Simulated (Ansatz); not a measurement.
Gas-phase electronic energies from Ansatz, PBE0-D4/def2-TZVP geometries. CCSD(T)/CBS is the MP2 limit (def2-TZVPP, def2-QZVPP) plus CCSD(T) − MP2 in def2-TZVPP, frozen cores. DFT in def2-TZVPP. B3LYP here is the variant with VWN-RPA as its local correlation; programs differ in this. def2 core potentials past Kr. For Br, In outer-core shells are correlated without core-valence functions, which leaves a few kJ/mol of doubt a bond. Scalar relativity is left out up to krypton. Each species was taken in one conformer, which may not be the lowest.

Reaction (redistribution): `[F][Al]([Br])[Br]` + `C[NH][In]([Cl])[Cl]` → `C[NH][Al]([F])[Br]` + `[Cl][In]([Cl])[Br]`

```json
{"level": "LDA (SPW92)", "ΔE (kcal/mol)": "-12.5", "difference from CCSD(T)/CBS": "-0.6"}
{"level": "r2SCAN-D4", "ΔE (kcal/mol)": "-13.6", "difference from CCSD(T)/CBS": "-1.7"}
{"level": "B97M-V", "ΔE (kcal/mol)": "-14.5", "difference from CCSD(T)/CBS": "-2.6"}
{"level": "B3LYP-D4", "ΔE (kcal/mol)": "-14.4", "difference from CCSD(T)/CBS": "-2.5"}
{"level": "r2SCAN0-D4", "ΔE (kcal/mol)": "-14.4", "difference from CCSD(T)/CBS": "-2.5"}
{"level": "BLYP", "ΔE (kcal/mol)": "-14.2", "difference from CCSD(T)/CBS": "-2.3"}
{"level": "B3LYP", "ΔE (kcal/mol)": "-14.8", "difference from CCSD(T)/CBS": "-2.9"}
{"level": "CAM-B3LYP", "ΔE (kcal/mol)": "-14.5", "difference from CCSD(T)/CBS": "-2.6"}
{"level": "LC-ωPBE", "ΔE (kcal/mol)": "-13.0", "difference from CCSD(T)/CBS": "-1.1"}
{"level": "RPA@PBE/def2-TZVPP", "ΔE (kcal/mol)": "-12.2", "difference from CCSD(T)/CBS": "-0.3"}
{"level": "HF/def2-SVP", "ΔE (kcal/mol)": "-17.5", "difference from CCSD(T)/CBS": "-5.6"}
{"level": "MP2/def2-SVP", "ΔE (kcal/mol)": "-13.8", "difference from CCSD(T)/CBS": "-1.9"}
{"level": "CCSD/def2-SVP", "ΔE (kcal/mol)": "-14.6", "difference from CCSD(T)/CBS": "-2.7"}
{"level": "HF/def2-QZVPP", "ΔE (kcal/mol)": "-17.0", "difference from CCSD(T)/CBS": "-5.1"}
{"level": "SCS-MP2/def2-QZVPP", "ΔE (kcal/mol)": "-12.2", "difference from CCSD(T)/CBS": "-0.3"}
{"level": "MP2/CBS(def2)", "ΔE (kcal/mol)": "-11.3", "difference from CCSD(T)/CBS": "0.6"}
{"level": "CCSD(T)/CBS", "ΔE (kcal/mol)": "-11.9", "difference from CCSD(T)/CBS": "0"}
```

Largest T1 diagnostic among the species: 0.013.

At CCSD(T), def2-SVP lies −2.2 kcal/mol from the extrapolated value and def2-TZVPP −0.6 kcal/mol. From BLYP to BHLYP (50 % exact exchange), in def2-TZVPP and without D4, ΔE moves by −1.6 kcal/mol. In def2-TZVPP, CCSD(T) changes the Hartree–Fock value by +4.6 kcal/mol (the triples alone add +0.7 kcal/mol) and MP2 by +5.2 kcal/mol.
